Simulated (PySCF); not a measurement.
Vibration and rotation of BSb⁺

UHF-CCSD(T) constants of BSb⁺, ⁴Σ⁻ (quartet), unpaired electrons σ ↑, π ↑↑ (PySCF, scalar-relativistic core potentials, basis sets B cc-pVDZ, Sb cc-pVDZ-PP with ECP28; masses 11.0093 and 120.9038 u):

```
ωe              : 451.0 cm⁻¹
ωexe            : 5.73 cm⁻¹
Be              : 0.32869 cm⁻¹
αe              : 0.00454 cm⁻¹
D (centrifugal) : 6.98e-07 cm⁻¹
De to B⁺ + Sb   : 1.94 eV
```

Problem. Give the vibrational terms G(v) and spacings up to v = 3.

Solution. G(v) = ωe(v+½) − ωexe(v+½)².

```csv
v,G(v) (cm⁻¹),G(v) − G(v−1),Bv (cm⁻¹)
0,224,,0.3264
1,664,440,0.3219
2,1092,428,0.3173
3,1508,417,0.3128
```

Problem. How well does the Morse estimate ωe²/(4ωexe) reproduce De, and what is D0?

Solution. It gives 1.10 eV, 57 % of the computed De. D0 = De − G(0) = 1.94 − 0.03 = 1.91 eV.

Correlated steps freeze 5 core orbitals. Correlated levels converge slowly with the basis: in double zeta they bind strong bonds too weakly, by up to about 1 eV, and carry superposition errors of some tenths. Spin–orbit coupling is left out, which matters for elements this heavy, above all for dissociation energies. For an ion De counts to the pair picked by the measured ionisation energies or electron affinities, which need not be the lowest pair at this level. The state was picked by a PBE0 search and need not be the measured ground state.
